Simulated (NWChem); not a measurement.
All runs are NWChem calculations. System: toluene (C7H8), charge 0, spin multiplicity 1, at a geometry optimised with B3LYP/def2-SVP. Level: B2PLYP/def2-SVP, 7 core orbitals frozen.

Output (cleaned and shortened):

```
             Northwest Computational Chemistry Package (NWChem) 7.3.0
             --------------------------------------------------------

                                NWChem Input Module
                                -------------------

 Scaling coordinates for geometry "geometry" by  1.889725989
 (inverse scale =  0.529177249)

                             Geometry "geometry" -> ""
                             -------------------------

 Output coordinates in angstroms (scale by  1.889725989 to convert to a.u.)

  No.       Tag          Charge          X              Y              Z
 ---- ---------------- ---------- -------------- -------------- --------------
    1 C                    6.0000    -2.42481500    -0.11522800     0.01112200
    2 C                    6.0000    -0.91625400    -0.04110100     0.01766700
    3 C                    6.0000    -0.13744800    -1.19627500     0.19410300
    4 C                    6.0000     1.25857900    -1.13503200     0.17470500
    5 C                    6.0000     1.90586300     0.08847400    -0.02107900
    6 C                    6.0000     1.14416300     1.24731900    -0.19657200
    7 C                    6.0000    -0.25174700     1.18056500    -0.17634500
    8 H                    1.0000    -2.87792200     0.82767600     0.35363600
    9 H                    1.0000    -2.79287500    -0.92679700     0.65751200
   10 H                    1.0000    -2.80858100    -0.31037100    -1.00597400
   11 H                    1.0000    -0.63340400    -2.15896700     0.35048000
   12 H                    1.0000     1.84378400    -2.04768300     0.31623900
   13 H                    1.0000     2.99763700     0.13895100    -0.03370700
   14 H                    1.0000     1.63918000     2.21045500    -0.34740300
   15 H                    1.0000    -0.83787100     2.09440700    -0.31238900

 Effective nuclear repulsion energy (a.u.)     268.1046210197

            Nuclear Dipole moment (a.u.)
            ----------------------------
        X                 Y               Z
 ---------------- ---------------- ----------------
    -0.0000113384     0.0000056692     0.0000000000


 Summary of "ao basis" -> "" (spherical)
 ------------------------------------------------------------------------------
       Tag                 Description            Shells   Functions and Types
 ---------------- ------------------------------  ------  ---------------------
 *                          def2-svp                  on all atoms

  dft_input: which_mp2 not specified, using semidirect MP2 by default.

                                 NWChem DFT Module
                                 -----------------

 Summary of "ao basis" -> "ao basis" (spherical)
 ------------------------------------------------------------------------------
       Tag                 Description            Shells   Functions and Types
 ---------------- ------------------------------  ------  ---------------------
 C                          def2-svp                 6       14   3s2p1d
 H                          def2-svp                 3        5   2s1p

 Summary of "ao basis" -> "ao basis" (spherical)
 ------------------------------------------------------------------------------
       Tag                 Description            Shells   Functions and Types
 ---------------- ------------------------------  ------  ---------------------
 C                          def2-svp                 6       14   3s2p1d
 H                          def2-svp                 3        5   2s1p

            General Information
            -------------------
          SCF calculation type: DFT
          Wavefunction type:  closed shell.
          No. of atoms     :    15
          No. of electrons :    50
           Alpha electrons :    25
            Beta electrons :    25
          Charge           :     0
          Spin multiplicity:     1
          Use of symmetry is: off; symmetry adaption is: off
          Maximum number of iterations: 100
          AO basis - number of functions:   138
                     number of shells:    66
          Convergence on energy requested:  1.00D-06
          Convergence on density requested:  1.00D-05
[...]
  ----- ------------  ---------------      ----- ------------  ---------------
    90     -0.289810   7 C  pz               34      0.288159   3 C  pz
    48      0.288309   4 C  pz               76     -0.287242   6 C  pz
    37      0.217444   3 C  pz               93     -0.216079   7 C  pz
    51      0.213014   4 C  pz               79     -0.213548   6 C  pz
    33      0.047036   3 C  py               47      0.045254   4 C  py

 Vector   25  Occ=2.000000D+00  E=-2.780073D-01
              MO Center=  3.0D-01,  1.1D-02, -1.8D-02, r^2= 3.5D+00
   Bfn.  Coefficient  Atom+Function         Bfn.  Coefficient  Atom+Function
  ----- ------------  ---------------      ----- ------------  ---------------
    20      0.325630   2 C  pz               62     -0.323880   5 C  pz
    65     -0.246540   5 C  pz               23      0.243810   2 C  pz
    34      0.184053   3 C  pz               90      0.181629   7 C  pz
    76     -0.151667   6 C  pz               48     -0.149554   4 C  pz
    37      0.140644   3 C  pz               93      0.138353   7 C  pz

 Vector   26  Occ=0.000000D+00  E= 5.088514D-02
              MO Center=  4.6D-01,  1.9D-02,  5.6D-03, r^2= 3.8D+00
   Bfn.  Coefficient  Atom+Function         Bfn.  Coefficient  Atom+Function
  ----- ------------  ---------------      ----- ------------  ---------------
    37      0.490552   3 C  pz               79      0.483329   6 C  pz
    51     -0.442705   4 C  pz               93     -0.428244   7 C  pz
    76      0.310352   6 C  pz               34      0.303893   3 C  pz
    48     -0.279084   4 C  pz               90     -0.274305   7 C  pz
   105      0.179598   9 H  s                 8      0.170203   1 C  py

 Vector   27  Occ=0.000000D+00  E= 5.236566D-02
              MO Center=  3.2D-01,  1.4D-02, -2.0D-02, r^2= 4.2D+00
   Bfn.  Coefficient  Atom+Function         Bfn.  Coefficient  Atom+Function
  ----- ------------  ---------------      ----- ------------  ---------------
    23      0.522531   2 C  pz               65      0.520901   5 C  pz
    20      0.358036   2 C  pz               62      0.330691   5 C  pz
    51     -0.304494   4 C  pz               93     -0.304738   7 C  pz
   110      0.300861  10 H  s                79     -0.216523   6 C  pz
    37     -0.209393   3 C  pz               48     -0.193909   4 C  pz

 Vector   28  Occ=0.000000D+00  E= 1.111179D-01
              MO Center= -3.4D-01, -6.0D-03,  4.3D-02, r^2= 1.1D+01
   Bfn.  Coefficient  Atom+Function         Bfn.  Coefficient  Atom+Function
  ----- ------------  ---------------      ----- ------------  ---------------
     3      1.766697   1 C  s               115     -0.865713  11 H  s
   135     -0.865363  15 H  s                45      0.822457   4 C  s
    73      0.825200   6 C  s               125     -0.713175  13 H  s
   100     -0.699584   8 H  s               105     -0.694271   9 H  s
   120     -0.638370  12 H  s               130     -0.639459  14 H  s

 center of mass
 --------------
 x =   0.07067053 y =   0.00350976 z =   0.00044003

 moments of inertia (a.u.)
 ------------------
         328.304174852390         -18.478253137189           3.305166503591
         -18.478253137189         728.312480289153          48.247633732067
           3.305166503591          48.247633732067        1030.239716294277

     Multipole analysis of the density
     ---------------------------------

     L   x y z        total         alpha         beta         nuclear
     -   - - -        -----         -----         ----         -------
     0   0 0 0      0.000000    -25.000000    -25.000000     50.000000

     1   1 0 0     -0.143338     -0.071663     -0.071663     -0.000011
     1   0 1 0     -0.010728     -0.005367     -0.005367      0.000006
     1   0 0 1     -0.017596     -0.008798     -0.008798      0.000000

     2   2 0 0    -28.586492   -228.749922   -228.749922    428.913352
     2   1 1 0      0.027685     -5.457502     -5.457502     10.942689
     2   1 0 1      0.049254      0.917877      0.917877     -1.786501
     2   0 2 0    -29.042018   -110.826650   -110.826650    192.611282
     2   0 1 1     -0.810541     14.168288     14.168288    -29.147117
     2   0 0 2    -34.133539    -22.145744    -22.145744     10.157949

                   NWChem MP2 Semi-direct Energy/Gradient Module
                   ---------------------------------------------

  Basis functions       =    138
  Molecular orbitals    =    138
  Frozen core           =      7
  Frozen virtuals       =      0
  Active alpha occupied =     18
  Active beta occupied  =     18
  Active alpha virtual  =    113
  Active beta virtual   =    113
  Use MO symmetry       = F
  Use skeleton AO sym   = F

  AO/Fock/Back tols     =   1.0D-09  1.0D-09  1.0D-09

 GA uses MA = F    GA memory limited = T

 Available:
  local mem=  4.43D+07
 global mem=  1.44D+08
 local disk=  0.00D+00
  mp2_memr nvloc                   113
  nvloc new                   113
   1 passes of  18:        3145728                      90716                  62528893.
   1 passes of  18: M     44320391           G      144141112           F      41174663.
  mp2_memr nvloc                   113
  nvloc new                   113
   2 passes of   9:        3145728                      64783                  31280755.
   2 passes of   9: M     44320391           G      144141112           F      41174663.

 Semi-direct pass number   1 of   2  for RHF alpha+beta  at       23.9s
  vrange nnbf                  9037
  mp2_eaftype                   119  avail_ma_in_mb                   386
 EAF : mp2_eaftype filesize         119   15640377.
  mp2_eaf for mointskh                    119
Node 0 wrote     73.5 Mb in      0.0 s     Agg I/O rate:  2153.0 Mb/s
 Done moints_semi at       31.5s
  mp2_eaftype                   119  avail_ma_in_mb                   386
 EAF : mp2_eaftype filesize         119   15640377.
  mp2_eaf for kh                   119
 Done maket at       32.0s
 Semi-direct pass number   2 of   2  for RHF alpha+beta  at       32.0s
  vrange nnbf                  9037
  mp2_eaftype                   119  avail_ma_in_mb                   386
 EAF : mp2_eaftype filesize         119   15640377.
  mp2_eaf for mointskh                    119
Node 0 wrote     73.5 Mb in      0.0 s     Agg I/O rate:  1649.5 Mb/s
 Done moints_semi at       39.9s
  mp2_eaftype                   119  avail_ma_in_mb                   386
 EAF : mp2_eaftype filesize         119   15640377.
  mp2_eaf for kh                   119
 Done maket at       40.4s
 Done multipass loop at       40.4s

          -------------------------------------------
          DFT energy                    -270.751410340892
          Unscaled MP2 energy             -1.139236731759
          Total DFT+MP2 energy          -271.059004258466
          -------------------------------------------

 -----------------------
 Performance information
 -----------------------

 Timer overhead =  2.04D-07 seconds/call

               Nr. of calls         CPU time (s)                 Wall time (s)                GFlops
             ---------------    -------------------     ------------------------------   -------------------
Name         Min   Avg   Max    Min     Avg     Max     Min     Avg     Max   Mx/calls   Min     Max     Sum
mp2: moin     2     2     2    16.     16.     16.      16.     16.     16.     7.8      0.0     0.0     0.0
mp2: make     2     2     2    1.0     1.0     1.0      1.0     1.0     1.0    0.51      0.0     0.0     0.0
mp2: tota     1     1     1    17.     17.     17.      17.     17.     17.     17.      0.0     0.0     0.0

 The average no. of pstat calls per process was 5.00D+00
 with a timing overhead of 1.02D-06s

 Task  times  cpu:       40.4s     wall:       40.4s

 Total times  cpu:       40.4s     wall:       40.4s
```

Q: Write an NWChem input that would produce this output.

A: One answer among several that fit: 
```
start mol
memory heap 200 mb stack 900 mb global 1100 mb
geometry units angstroms nocenter noautoz noautosym
  C     -2.424815    -0.115228     0.011122
  C     -0.916254    -0.041101     0.017667
  C     -0.137448    -1.196275     0.194103
  C      1.258579    -1.135032     0.174705
  C      1.905863     0.088474    -0.021079
  C      1.144163     1.247319    -0.196572
  C     -0.251747     1.180565    -0.176345
  H     -2.877922     0.827676     0.353636
  H     -2.792875    -0.926797     0.657512
  H     -2.808581    -0.310371    -1.005974
  H     -0.633404    -2.158967     0.350480
  H      1.843784    -2.047683     0.316239
  H      2.997637     0.138951    -0.033707
  H      1.639180     2.210455    -0.347403
  H     -0.837871     2.094407    -0.312389
end
basis spherical
  * library def2-svp
end
dft
  xc hfexch 0.53 becke88 0.47 lyp 0.73 mp2 0.27
  dftmp2
  semidirect memsize 60000000 filesize 0
  iterations 100
end
mp2
  freeze core 7
end
task dft energy
```
